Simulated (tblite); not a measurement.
Species: C4H9F3GeO.
Bonds: C1–C2, C2–C3, C2–O4, O4–Ge5, Ge5–C6, C6–F7, C6–F8, C6–F9. Hydrogens: H10, H11, H12 on C1; H13 on C2; H14, H15, H16 on C3; H17, H18 on Ge5.

Computed with GFN2-xTB (tblite), gas phase: L-BFGS steps from a force-field or distance-geometry start until the largest atomic force falls under 0.01 eV/Å.

Step 31: E = -908.1059 eV
```
atom  x, y, z in Å  |  force x, y, z in eV/Å
C1     -1.6166    1.4388   -0.0702   -0.027   0.036   0.009
C2     -1.0065    0.1276    0.4014   -0.002   0.001  -0.006
C3     -2.0284   -0.9997    0.4324   -0.026  -0.017   0.026
O4      0.0263   -0.2214   -0.5242    0.029  -0.031  -0.071
Ge5     1.5209   -1.0302   -0.2611    0.054  -0.023  -0.007
C6      2.8593    0.3774    0.3228    0.013   0.008   0.004
F7      3.1753    1.2416   -0.6552   -0.014  -0.006  -0.005
F8      4.0187   -0.1485    0.7562    0.001   0.026   0.017
F9      2.3727    1.1148    1.3426    0.023  -0.012   0.010
H10    -0.8496    2.2050   -0.1459    0.034  -0.022   0.003
H11    -2.0695    1.3038   -1.0490    0.008   0.007   0.004
H12    -2.3714    1.7698    0.6361   -0.056   0.001   0.006
H13    -0.5877    0.2642    1.4068    0.038   0.014  -0.004
H14    -2.4949   -1.0955   -0.5447   -0.005  -0.028   0.020
H15    -2.7899   -0.8068    1.1813   -0.041   0.046   0.002
H16    -1.5283   -1.9363    0.6743   -0.006  -0.023   0.000
H17     1.4953   -2.0533    0.8524   -0.026  -0.008  -0.025
H18     1.8654   -1.5450   -1.6211    0.003   0.030   0.017
```

Step 32: E = -908.1067 eV
```
atom  x, y, z in Å  |  force x, y, z in eV/Å
C1     -1.6165    1.4385   -0.0709   -0.018   0.032   0.002
C2     -1.0069    0.1273    0.4021   -0.026  -0.001   0.009
C3     -2.0314   -0.9979    0.4355   -0.027  -0.032   0.013
O4      0.0249   -0.2263   -0.5223    0.020  -0.022  -0.076
Ge5     1.5214   -1.0298   -0.2589    0.072  -0.026  -0.063
C6      2.8589    0.3779    0.3233    0.012   0.010   0.015
F7      3.1739    1.2415   -0.6556   -0.015  -0.005  -0.003
F8      4.0184   -0.1488    0.7551    0.007   0.026   0.017
F9      2.3746    1.1157    1.3440    0.022  -0.005   0.011
H10    -0.8482    2.2036   -0.1462    0.026  -0.015   0.014
H11    -2.0654    1.3033   -1.0516   -0.001   0.006   0.013
H12    -2.3736    1.7691    0.6343   -0.034  -0.002  -0.016
H13    -0.5872    0.2657    1.4066    0.035   0.012   0.006
H14    -2.4948   -1.0971   -0.5427   -0.016  -0.014   0.011
H15    -2.7961   -0.8036    1.1814   -0.018   0.047  -0.005
H16    -1.5334   -1.9355    0.6771   -0.002  -0.024   0.022
H17     1.5029   -2.0597    0.8455   -0.032  -0.021   0.002
H18     1.8699   -1.5377   -1.6217   -0.006   0.034   0.029
```

Step 33: E = -908.1076 eV
```
atom  x, y, z in Å  |  force x, y, z in eV/Å
C1     -1.6165    1.4387   -0.0715   -0.001   0.010  -0.002
C2     -1.0076    0.1269    0.4028   -0.033  -0.007   0.011
C3     -2.0351   -0.9964    0.4390   -0.016  -0.034  -0.002
O4      0.0234   -0.2322   -0.5219    0.000  -0.010  -0.054
Ge5     1.5233   -1.0299   -0.2576    0.060  -0.018  -0.092
C6      2.8587    0.3787    0.3242    0.008   0.006   0.022
F7      3.1722    1.2413   -0.6561   -0.014  -0.003   0.002
F8      4.0183   -0.1486    0.7544    0.017   0.025   0.015
F9      2.3770    1.1166    1.3457    0.019   0.005   0.011
H10    -0.8463    2.2022   -0.1462    0.011  -0.008   0.026
H11    -2.0612    1.3030   -1.0542   -0.010   0.007   0.020
H12    -2.3765    1.7681    0.6323   -0.007  -0.001  -0.038
H13    -0.5858    0.2676    1.4064    0.026   0.004   0.001
H14    -2.4951   -1.0991   -0.5403   -0.026   0.001   0.004
H15    -2.8033   -0.7994    1.1815    0.011   0.042  -0.013
H16    -1.5387   -1.9349    0.6806   -0.004  -0.019   0.047
H17     1.5097   -2.0668    0.8382   -0.034  -0.028   0.022
H18     1.8748   -1.5295   -1.6221   -0.008   0.030   0.020
```

Question: Estimate the geometry and energy of step 34. (The exact step hangs on the optimiser's Hessian estimate; all steps are aligned on step 33, rigid shifts and turns removed.)

Answer: E = -908.1084 eV, largest force 0.079 eV/Å
```
atom  x, y, z in Å  |  force x, y, z in eV/Å
C1     -1.6164    1.4390   -0.0721    0.017  -0.017  -0.003
C2     -1.0086    0.1263    0.4035   -0.019  -0.017   0.001
C3     -2.0387   -0.9957    0.4423    0.002  -0.024  -0.014
O4      0.0217   -0.2382   -0.5226   -0.016   0.001  -0.020
Ge5     1.5262   -1.0303   -0.2578    0.022  -0.004  -0.076
C6      2.8592    0.3796    0.3254    0.003  -0.001   0.024
F7      3.1706    1.2412   -0.6565   -0.012  -0.001   0.007
F8      4.0193   -0.1475    0.7542    0.025   0.024   0.012
F9      2.3794    1.1175    1.3474    0.013   0.013   0.012
H10    -0.8444    2.2009   -0.1458   -0.002  -0.003   0.035
H11    -2.0578    1.3033   -1.0563   -0.016   0.006   0.019
H12    -2.3792    1.7669    0.6300    0.013   0.002  -0.049
H13    -0.5839    0.2694    1.4060    0.013  -0.007  -0.013
H14    -2.4958   -1.1009   -0.5381   -0.031   0.009  -0.001
H15    -2.8097   -0.7952    1.1815    0.034   0.035  -0.017
H16    -1.5433   -1.9346    0.6845   -0.011  -0.013   0.064
H17     1.5140   -2.0734    0.8322   -0.032  -0.023   0.024
H18     1.8788   -1.5220   -1.6227   -0.002   0.019  -0.007
```

The energy changes by -0.0008 eV. The first-order estimate −F·Δx gives -0.0011 eV and the mean of the old and new forces, exact on a quadratic surface, -0.0008 eV. The step makes an angle of 73° with the force vector and moves no atom by more than 0.010 Å.

The cost below is that of the whole relaxation. On one thread, Arm Neoverse V1 (aarch64), on a shared host, this took 2.0 s wall.
